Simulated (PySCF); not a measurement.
# Ge: ionisation energy

Ge [Ar] 3d10 4s2 4p2 (3P) → Ge⁺ [Ar] 3d10 4s2 4p1 (2P), as a difference of total energies. Calculation: PySCF 2.14, in x2c-QZVPPall with one added diffuse shell each of s, p, d, f type (12s9p6d5f1g, 113 functions); scalar relativity by spin-free X2C-1e. Correlated levels: valence: [Ar] 3d10 frozen; valence and next inner shell: [Ne] frozen. The calculations carry no spin-orbit coupling.

| method | ionisation energy (eV) |
| --- | --- |
| UHF | 7.402 |
| LDA | 8.011 |
| PBE | 7.887 |
| PBE0 | 7.919 |
| r2SCAN | 8.044 |
| BHandHLYP | 7.750 |
| M06-2X | 7.734 |
| MN15 | 7.953 |
| MP2 (valence) | 7.777 |
| SCS-MP2 (valence) | 7.699 |
| MP2 (valence and next inner shell) | 7.870 |
| SCS-MP2 (valence and next inner shell) | 7.758 |

Q: How much does correlation contribute at MP2 (valence and next inner shell)?

A: 7.870 − (7.402) = 0.468 eV, measured against UHF.

A first-order spin-orbit estimate (lowest level to lowest level, LS coupling) adds -0.029 eV.

Errors of the correlated levels include the incompleteness of this basis and the frozen core.

For comparison: 7.899 eV (measured; NIST Atomic Spectra Database, ionization energies).
